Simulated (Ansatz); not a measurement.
The cluster Sn₄Te₃. Charge 0, multiplicity 1. Geometry r2SCAN-D4/def2-SVP; atoms count from 1.

```xyz
7

Sn   -1.132    0.299    1.765
Sn    0.780   -0.705   -1.807
Sn    2.458    0.712    0.381
Sn   -2.017    0.091   -2.189
Te   -1.369   -1.924   -0.196
Te    1.459   -0.404    2.706
Te   -0.179    1.931   -0.660
```

In the def2 sets Sn, Te take a core potential; there is no spin–orbit coupling. The restricted singlet is unstable towards broken spin symmetry in Hartree–Fock (as tested in another run); at PBE0-D4/def2-TZVP this wasn't settled. Another isomer (singlet) lies 0.86 eV lower at PBE0-D4/def2-TZVP; other spin states weren't run for this one.

Estimate the Mulliken populations from the PBE0/def2-TZVP orbitals of Ansatz.


```json
{"atom": "Sn1", "charge (e)": "0.34"}
{"atom": "Sn2", "charge (e)": "0.15"}
{"atom": "Sn3", "charge (e)": "0.25"}
{"atom": "Sn4", "charge (e)": "0.21"}
{"atom": "Te5", "charge (e)": "-0.28"}
{"atom": "Te6", "charge (e)": "-0.37"}
{"atom": "Te7", "charge (e)": "-0.29"}
```
Mulliken values depend strongly on the basis.

And the Mayer bond orders between heavy atoms (over 0.3)?

Sn1–Te5 0.75 (2.97 Å); Sn1–Te6 0.97 (2.84 Å); Sn1–Te7 0.62 (3.07 Å); Sn2–Sn3 0.53 (3.10 Å); Sn2–Sn4 0.70 (2.93 Å); Sn2–Te5 0.80 (2.95 Å); Sn2–Te7 0.61 (3.03 Å); Sn3–Te6 1.17 (2.77 Å); Sn3–Te7 0.56 (3.09 Å); Sn4–Te5 0.86 (2.91 Å); Sn4–Te7 0.66 (3.02 Å).
